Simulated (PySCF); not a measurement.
# SrPb⁻: one state, many levels of theory

State: ⁴Σ⁻ (quartet), unpaired electrons σ ↑, π ↑↑. Set-up: PySCF, scalar-relativistic core potentials, basis sets Sr def2-SVPD with ECP28, Pb def2-SVPD with ECP60. De refers to Sr + Pb⁻ in their high-spin ground configurations, without counterpoise correction. The functionals are run spin-unrestricted. A positive dipole points towards Pb; it is taken about the centre of mass and depends on that origin.

```csv
Level,Re (Å),ωe (cm⁻¹),De (eV),μ (D)
ROHF,3.647,70.6,0.85,5.78
ROHF-MP2,3.472,83.5,1.06,n/a
ROHF-SCS-MP2,3.490,82.0,1.02,n/a
LDA,3.277,105,1.58,3.23
PBE,3.383,93.0,1.38,4.19
r²SCAN,3.391,92.6,1.34,4.92
TPSSh,3.391,92.2,1.34,4.78
B3LYP,3.427,87.9,1.16,3.80
PBE0,3.397,91.0,1.28,4.63
```

Q: What does a quarter of exact exchange do here, going from PBE to PBE0?

A: PBE0 less PBE: +1.4 pm in Re, -2.2 % in ωe, -0.10 eV in De. Exact exchange removes part of the self-interaction that spreads semilocal densities, and in most molecules shortens and stiffens the bond and lowers De; here Re and ωe go the other way.

Q: What does the step from GGA to meta-GGA do here, going from PBE to r²SCAN?

A: r²SCAN less PBE: +0.8 pm in Re, -0.4 % in ωe, -0.04 eV in De. 

Q: What does the gradient correction do here, going from LDA to PBE?

A: PBE less LDA: +10.6 pm in Re, -11.4 % in ωe, -0.20 eV in De. The gradient correction favours the more uneven density of free atoms, so it tends to lengthen bonds and takes away much of the overbinding of LDA; so it does here.

Correlated steps freeze 4 core orbitals. Correlated levels converge slowly with the basis: in double zeta they bind strong bonds too weakly, by up to about 1 eV, and carry superposition errors of some tenths. These are scalar-relativistic numbers at best; spin–orbit coupling would shift them, the dissociation energy most. For an ion De counts to the pair picked by the measured ionisation energies or electron affinities, which need not be the lowest pair at this level. The highest Kohn–Sham level is positive in this anion. Much of that is self-interaction error, but it also means that the finite basis helps to hold the extra electron. The state was picked by a PBE0 search and need not be the measured ground state.

The whole job (state search and all levels along the bond) took about 2.2 min on 1 thread of Intel Xeon Platinum 8375C @ 2.90GHz (shared host), peak memory 0.73 GiB.
